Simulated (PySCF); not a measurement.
How methods differ on the ionisation energy of Fe¹⁷⁺

Fe¹⁷⁺ [He] 2s2 2p5 [2p1/2^2 2p3/2^3, M_J = 3/2] → Fe¹⁸⁺ [He] 2s2 2p4 [2p1/2^2 2p3/2^2, M_J = 2], as a difference of total energies. All numbers are calculated (PySCF 2.14, the two-component X2C-1e Hamiltonian, in an uncontracted even-tempered set (18 s from 3.8 bohr⁻², ratio 2.4; 12 p from 4.9 bohr⁻², ratio 2.4; 5 d from 22 bohr⁻², ratio 2.6; 5 f from 33 bohr⁻², ratio 2.6)). Correlated levels: nothing frozen; the 36 highest virtual spinors dropped. "Screened" scales the spin-orbit matrix elements by Boettger's factors to mimic the two-electron term; Breit and QED terms are absent.

```csv
method,ionisation energy (eV)
GHF (spin-free),1358.0
GMP2 (spin-free),1359.5
GHF (screened spin-orbit),1355.8
GMP2 (screened spin-orbit),1357.3
```

The labels give the starting determinants; with spin-orbit coupling the two ends relaxed to ⟨J²⟩ = 3.75, ⟨L²⟩ = 2.00, ⟨S²⟩ = 0.75 and ⟨J²⟩ = 6.00, ⟨L²⟩ = 2.40, ⟨S²⟩ = 1.80.

For comparison: 1357.8 ± 1.9 eV (semi-empirical (NIST evaluation); NIST Atomic Spectra Database, ionization energies).
